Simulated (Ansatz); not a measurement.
Ansatz (an electronic-structure program) job for In(H)(Cl)(NH2) (ClH3InN), SMILES [NH2][InH][Cl], PBE0-D3(BJ)/def2-SVP. 

Ansatz 0.2 input:
```yaml
crystal:
  periodic: [false, false, false]
  atoms:
    - {symbol: In, position_ang: [-0.20578754, -0.36692506, -0.16882340]}
    - {symbol: H, position_ang: [-1.34086841, -1.05013688, -1.24561488]}
    - {symbol: Cl, position_ang: [0.23568665, 1.87424378, -0.16347692]}
    - {symbol: N, position_ang: [0.70316114, -1.37051122, 1.35651292]}
    - {symbol: H, position_ang: [1.56287909, -0.89637013, 1.62015726]}
    - {symbol: H, position_ang: [0.93277758, -2.34273095, 1.18132126]}
basis:
  gaussian:
    orbitals: def2-SVP
hamiltonian:
  xc: pbe0
  dispersion: d3bj
relax: {f_tol: 0.002, max_steps: 200}
```

Output:

```
WARN ansatz: RAYON_NUM_THREADS=1 ignored (pool sized by the plan → 1); use --threads N
Functional definition: PBE0
integrals: 0.03 GiB planned
857 factors; integrals over basis functions are off by at most 4.8e-4 eV
mean field: 0.25 GiB planned
mean field evaluation 1: about -19218.7698 eV, gradient 5.5e1 eV
mean field evaluation 2: about -19184.9154 eV, gradient 1.1e2 eV
mean field evaluation 4: about -19225.3133 eV, gradient 6.3e0 eV
mean field evaluation 8: about -19225.4393 eV, gradient 5.9e-2 eV
mean field evaluation 16: about -19225.4393 eV, gradient 2.2e-5 eV
mean field -19225.43926806 eV, -706.5218616303 hartree, gradient 2.2e-5 eV, S^2 0.000000; 0 other end points of the search recorded, 0 dependent functions left out
the calculation of the forces begins
reference -19225.43930079 eV, -706.5218628333 hartree; 24, 24 occupied and 49, 49 virtual orbitals, 857 factors
relax step   1: F+E_penalty+E_count = -19225.53386775 eV  Δ(F+E_penalty+E_count) = +0.000e0 eV  max|allowed force component| = 1.336e0 eV/Å  Δτ_max = 0.0000 Å  (25 SCF iters, accepted)
these checks for a lower state are left out or cut short: starts, cluster_reference, orbital_swaps, neighbouring_geometries, increment
integrals: 0.03 GiB planned
857 factors; integrals over basis functions are off by at most 4.9e-4 eV
mean field: 0.25 GiB planned
mean field -19225.50584278 eV, -706.5243082064 hartree, gradient 1.2e-5 eV, S^2 0.000000; 0 other end points of the search recorded, 0 dependent functions left out
the calculation of the forces begins
reference -19225.50587575 eV, -706.5243094179 hartree; 24, 24 occupied and 49, 49 virtual orbitals, 857 factors
relax step   2: F+E_penalty+E_count = -19225.59954722 eV  Δ(F+E_penalty+E_count) = -6.568e-2 eV  max|allowed force component| = 3.711e-1 eV/Å  Δτ_max = 0.0947 Å  (28 SCF iters, accepted)
these checks for a lower state are left out or cut short: starts, cluster_reference, orbital_swaps, neighbouring_geometries, increment
integrals: 0.03 GiB planned
857 factors; integrals over basis functions are off by at most 5.0e-4 eV
mean field: 0.25 GiB planned
mean field -19225.51381637 eV, -706.5246012301 hartree, gradient 2.1e-5 eV, S^2 0.000000; 0 other end points of the search recorded, 0 dependent functions left out
the calculation of the forces begins
reference -19225.51384932 eV, -706.5246024412 hartree; 24, 24 occupied and 49, 49 virtual orbitals, 857 factors
relax step   3: F+E_penalty+E_count = -19225.60779728 eV  Δ(F+E_penalty+E_count) = -8.250e-3 eV  max|allowed force component| = 2.435e-1 eV/Å  Δτ_max = 0.0298 Å  (29 SCF iters, accepted)
these checks for a lower state are left out or cut short: starts, cluster_reference, orbital_swaps, neighbouring_geometries, increment
integrals: 0.03 GiB planned
857 factors; integrals over basis functions are off by at most 5.1e-4 eV
mean field: 0.25 GiB planned
mean field evaluation 32: about -19225.4950 eV, gradient 1.5e-2 eV
mean field -19225.51749891 eV, -706.5247365613 hartree, gradient 2.2e-5 eV, S^2 0.000000; 0 other end points of the search recorded, 0 dependent functions left out
the calculation of the forces begins
reference -19225.51753182 eV, -706.5247377705 hartree; 24, 24 occupied and 49, 49 virtual orbitals, 857 factors
relax step   4: F+E_penalty+E_count = -19225.61164114 eV  Δ(F+E_penalty+E_count) = -3.844e-3 eV  max|allowed force component| = 1.864e-1 eV/Å  Δτ_max = 0.0295 Å  (29 SCF iters, accepted)
these checks for a lower state are left out or cut short: starts, cluster_reference, orbital_swaps, neighbouring_geometries, increment
integrals: 0.03 GiB planned
857 factors; integrals over basis functions are off by at most 5.2e-4 eV
mean field: 0.25 GiB planned
mean field -19225.51931046 eV, -706.5248031345 hartree, gradient 8.2e-6 eV, S^2 0.000000; 0 other end points of the search recorded, 0 dependent functions left out
the calculation of the forces begins
reference -19225.51934324 eV, -706.5248043392 hartree; 24, 24 occupied and 49, 49 virtual orbitals, 857 factors
relax step   5: F+E_penalty+E_count = -19225.61351909 eV  Δ(F+E_penalty+E_count) = -1.878e-3 eV  max|allowed force component| = 3.355e-2 eV/Å  Δτ_max = 0.0457 Å  (29 SCF iters, accepted)
these checks for a lower state are left out or cut short: starts, cluster_reference, orbital_swaps, neighbouring_geometries, increment
integrals: 0.03 GiB planned
857 factors; integrals over basis functions are off by at most 5.2e-4 eV
mean field: 0.25 GiB planned
mean field -19225.51927841 eV, -706.5248019567 hartree, gradient 8.3e-6 eV, S^2 0.000000; 0 other end points of the search recorded, 0 dependent functions left out
the calculation of the forces begins
reference -19225.51931120 eV, -706.5248031614 hartree; 24, 24 occupied and 49, 49 virtual orbitals, 857 factors
relax step   6: F+E_penalty+E_count = -19225.61346743 eV  Δ(F+E_penalty+E_count) = +5.166e-5 eV  max|allowed force component| = 2.501e-2 eV/Å  Δτ_max = 0.0118 Å  (24 SCF iters, rejected (line search))
these checks for a lower state are left out or cut short: starts, cluster_reference, orbital_swaps, neighbouring_geometries, increment
integrals: 0.03 GiB planned
857 factors; integrals over basis functions are off by at most 5.2e-4 eV
mean field: 0.25 GiB planned
mean field -19225.51950337 eV, -706.5248102237 hartree, gradient 9.0e-6 eV, S^2 0.000000; 0 other end points of the search recorded, 0 dependent functions left out
the calculation of the forces begins
reference -19225.51953615 eV, -706.5248114284 hartree; 24, 24 occupied and 49, 49 virtual orbitals, 857 factors
relax step   7: F+E_penalty+E_count = -19225.61366237 eV  Δ(F+E_penalty+E_count) = -1.433e-4 eV  max|allowed force component| = 1.421e-2 eV/Å  Δτ_max = 0.0057 Å  (23 SCF iters, accepted)
these checks for a lower state are left out or cut short: starts, cluster_reference, orbital_swaps, neighbouring_geometries, increment
integrals: 0.03 GiB planned
857 factors; integrals over basis functions are off by at most 5.2e-4 eV
mean field: 0.25 GiB planned
mean field -19225.51954444 eV, -706.5248117329 hartree, gradient 1.3e-5 eV, S^2 0.000000; 0 other end points of the search recorded, 0 dependent functions left out
the calculation of the forces begins
reference -19225.51957722 eV, -706.5248129375 hartree; 24, 24 occupied and 49, 49 virtual orbitals, 857 factors
relax step   8: F+E_penalty+E_count = -19225.61367363 eV  Δ(F+E_penalty+E_count) = -1.126e-5 eV  max|allowed force component| = 9.855e-3 eV/Å  Δτ_max = 0.0039 Å  (22 SCF iters, accepted)
these checks for a lower state are left out or cut short: starts, cluster_reference, orbital_swaps, neighbouring_geometries, increment
integrals: 0.03 GiB planned
857 factors; integrals over basis functions are off by at most 5.2e-4 eV
mean field: 0.25 GiB planned
mean field evaluation 64: about -19225.5195 eV, gradient 3.5e-2 eV
mean field -19225.51954523 eV, -706.5248117619 hartree, gradient 1.6e-5 eV, S^2 0.000000; 0 other end points of the search recorded, 0 dependent functions left out
the calculation of the forces begins
reference -19225.51957800 eV, -706.5248129665 hartree; 24, 24 occupied and 49, 49 virtual orbitals, 857 factors
relax step   9: F+E_penalty+E_count = -19225.61367560 eV  Δ(F+E_penalty+E_count) = -1.975e-6 eV  max|allowed force component| = 5.740e-4 eV/Å  Δτ_max = 0.0008 Å  (19 SCF iters, accepted)
integrals: 0.03 GiB planned
857 factors; integrals over basis functions are off by at most 5.2e-4 eV
mean field: 0.25 GiB planned
mean field -19225.51954523 eV, -706.5248117619 hartree, gradient 1.6e-5 eV, S^2 0.000000; 1 other end points of the search recorded, 0 dependent functions left out
the calculation of the forces begins
reference -19225.51957800 eV, -706.5248129665 hartree; 24, 24 occupied and 49, 49 virtual orbitals, 857 factors
Total energy: -19225.61370838 eV, -706.5282721940 hartree
Atom 0 at    -0.235617    -0.426572    -0.194344 Å, force    -0.000329    -0.000574    -0.000272 eV/Å
Atom 1 at    -1.402600    -1.007055    -1.289683 Å, force     0.000038     0.000218     0.000078 eV/Å
Atom 2 at     0.241099     1.885973    -0.151622 Å, force     0.000070     0.000184    -0.000043 eV/Å
Atom 3 at     0.789322    -1.359952     1.255957 Å, force    -0.000011     0.000221     0.000098 eV/Å
Atom 4 at     1.562621    -0.881254     1.705658 Å, force     0.000260     0.000128     0.000394 eV/Å
Atom 5 at     0.933023    -2.363571     1.254109 Å, force    -0.000028    -0.000177    -0.000255 eV/Å
Dipole moment:     0.058006    -0.659930    -0.012984 e Å
```

Self-consistency was reached.

Cost: roughly 30 core-seconds.
